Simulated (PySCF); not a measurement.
Molecule: SMILES CO[C@@H]1[SiH2][C@H]1F, C3H7FOSi.

Geometry (Å), atoms numbered from 1 in this order:
```xyz
13

C     2.006    0.042   -0.401
O     1.056   -0.015    0.642
C    -0.193    0.496    0.281
Si   -1.719   -0.153    1.198
C    -1.089   -0.412   -0.575
F    -1.698    0.202   -1.644
H     1.669   -0.514   -1.282
H     2.919   -0.408   -0.014
H     2.202    1.080   -0.695
H    -0.153    1.530   -0.069
H    -2.820    0.776    1.356
H    -1.532   -1.275    2.093
H    -0.652   -1.348   -0.909
```

Frames of a GFN2-xTB Langevin trajectory at 300 K; GIAO PBE0/pcSseg-1 shieldings in PySCF 2.14, gas phase, non-relativistic; equivalent atoms averaged within each frame.

Chemical shifts δ = σref − σ; ¹³C (σref 186.93) and ²⁹Si (σref 349.16) and ¹H (σref 31.72) vs TMS; H2O for ¹⁷O (σref 336.08); CFCl3 for ¹⁹F (σref 170.95), all at this level. The references are static minima.

Q: How do the shifts (ppm) fluctuate along the trajectory?

A: 
| time (fs) | C5 | C3 | C1 | O2 | Si4 | F6 | H13 | H10 | H12 | H11 |
| --- | --- | --- | --- | --- | --- | --- | --- | --- | --- | --- |
| 250 | 80.9 | 68.6 | 60.8 | 20.8 | -105.4 | -256.2 | 4.75 | 4.74 | 3.83 | 3.83 |
| 425 | 91.8 | 67.3 | 63.3 | 25.2 | -121.6 | -237.1 | 6.62 | 4.42 | 3.42 | 4.44 |
| 625 | 97.0 | 77.6 | 70.4 | 75.2 | -128.2 | -230.9 | 6.43 | 4.46 | 3.07 | 4.28 |
| 800 | 76.7 | 63.8 | 63.1 | 16.7 | -130.4 | -258.6 | 4.68 | 4.82 | 2.33 | 3.47 |
| 1000 | 90.3 | 70.0 | 62.3 | 12.3 | -116.7 | -230.4 | 4.27 | 4.02 | 3.16 | 2.93 |
| mean of frames | 87.3 | 69.5 | 64.0 | 30.0 | -120.4 | -242.6 | 5.35 | 4.49 | 3.16 | 3.79 |
| standard deviation | 8.3 | 5.1 | 3.7 | 25.7 | 10.0 | 13.7 | 1.09 | 0.32 | 0.55 | 0.61 |

5 frames give an uncertainty of the mean of about the standard deviation over 2.2 at best, since frames this close in time may not be independent; classical motion lacks zero-point vibration, and the reference would need the same averaging.
